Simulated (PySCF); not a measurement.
## Unknown compound

The spectra below were simulated for a compound C4H8FNSi2.

¹H NMR (300 MHz, computed): δ 6.96 (m, 1H), 5.58 (m, 1H), 4.36 (s, 3H), 4.28 (d, 3H).

¹³C{¹H} NMR (computed): δ 165.5 (C), 145.2 (CH), 120.9 (C), 86.9 (CH).

Relativity neglected, no solvent model, one computed conformer, equivalent nuclei averaged. Geometry from GFN2-xTB; shieldings: GIAO PBE0/pcSseg-1; PySCF.

Chemical shifts δ = σref − σ; ¹H (31.72 ppm), ¹³C (186.93 ppm) against TMS, all at this level.

Choose the structure that fits.
A. C=C[C@](F)([SiH3])[SiH2]C#N
B. N#C[C@@H](F)/C([SiH3])=C/[SiH3]
C. N#C/C([SiH3])=C(/[SiH3])CF
D. C#C/C=C/N([SiH3])[SiH2]F

Results:

B. 

- Rings plus π bonds: 3 (no ring in the answer).
- 4 carbon signals for 4 carbons: no two carbons are equivalent.
- Carbon types of the structure: 2 × C, 2 × CH, leaving 6 H on heteroatoms.
- δC 165.5: fully substituted alkene carbon.
- δC 145.2: alkene CH; as expected for a trigonal carbon in a double bond.
- δC 120.9: nitrile carbon; C≡N carbons fall here, among the sp2 signals but without a proton.
- δC 86.9: allylic sp3 CH bonded to F; deshielded by the electronegative neighbour.
- δH 6.96: hydrogen on an alkene CH; a vinylic proton, deshielded by the sp2 carbon and the C=C anisotropy.

The others: N#C/C([SiH3])=C(/[SiH3])CF would give 3 signals for carbon-bound and other non-exchanging H, not 4; C=C[C@](F)([SiH3])[SiH2]C#N would give 6 signals for carbon-bound and other non-exchanging H, not 4; C#C/C=C/N([SiH3])[SiH2]F would give 5 signals for carbon-bound and other non-exchanging H, not 4.

Splittings by ¹⁹F in the carbon and heteronuclear signals aren't shown, as no couplings were computed. Shifts are as computed. Against solution values, carbons near 30 ppm lie about +3 ppm off and those near 130 ppm about +5 ppm. Of 1211 compounds with measured shifts, 218 miss one by over three times the rms of a fit or turn the order of signals round; such compounds aren't used in these exercises. Multiplicities follow the n + 1 count of equivalent neighbours, as no J values were calculated; m marks all less simple cases, F and P coupling included.
